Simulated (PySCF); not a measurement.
Species: C5H7NO2.
Atom-mapped SMILES: `[CH3:1][CH2:2][C:3](=[O:4])[O:5][CH2:6][C:7]#[N:8]` (hydrogens: H9, H10, H11 on C1; H12, H13 on C2; H14, H15 on C6)

Structure optimised with GFN2-xTB, isolated species.

**Question.** What internal coordinates does the optimisation give?

**Answer.** 
```csv
bond,length (Å)
C1–C2,1.526
C2–C3,1.507
C3=O4,1.200
C3–O5,1.346
O5–C6,1.427
C6–C7,1.448
C7≡N8,1.142
"C1–H9, C1–H10, C1–H11",1.087
"C2–H12, C2–H13",1.091
"C6–H14, C6–H15",1.098
```

Bonds in one row agree within 0.01 Å and their mean is given. A selection of angles:
```csv
angle,degrees
C2–C1–H9,110.0
C2–C1–H11,110.5
H9–C1–H10,109.0
H9–C1–H11,108.5
C1–C2–C3,110.9
C1–C2–H12,111.8
C1–C2–H13,109.6
C3–C2–H12,109.1
C3–C2–H13,106.9
H12–C2–H13,108.4
C2–C3–O4,126.0
C2–C3–O5,110.5
O4–C3–O5,123.4
C3–O5–C6,117.4
O5–C6–C7,110.5
O5–C6–H14,108.1
O5–C6–H15,109.1
C7–C6–H14,109.5
H14–C6–H15,110.2
C6–C7–N8,179.2
```

Dihedral angles: C1–C2–C3–O4 44° (synclinal); C2–C3–O5–C6 -178° (antiperiplanar); C3–O5–C6–C7 114° (anticlinal). The mirror-image conformer, all signs reversed, is as good.

Of the pairs four or more bonds apart, O4···H15 is among the closest relative to their van der Waals radii: 2.19 Å, 80 % of the sum of Bondi's values. The C–C distances run from 1.448 Å (C6–C7, drawn single) to 1.526 Å (C1–C2, drawn single), a spread of 0.078 Å. The 3 C–O bonds span 1.200 Å (C3=O4, drawn double) to 1.427 Å (O5–C6, drawn single), a spread of 0.227 Å.

Point group: C1 (no symmetry element, even within 0.4 Å). No frequency check. One conformer, not necessarily the lowest.

These are computed values.
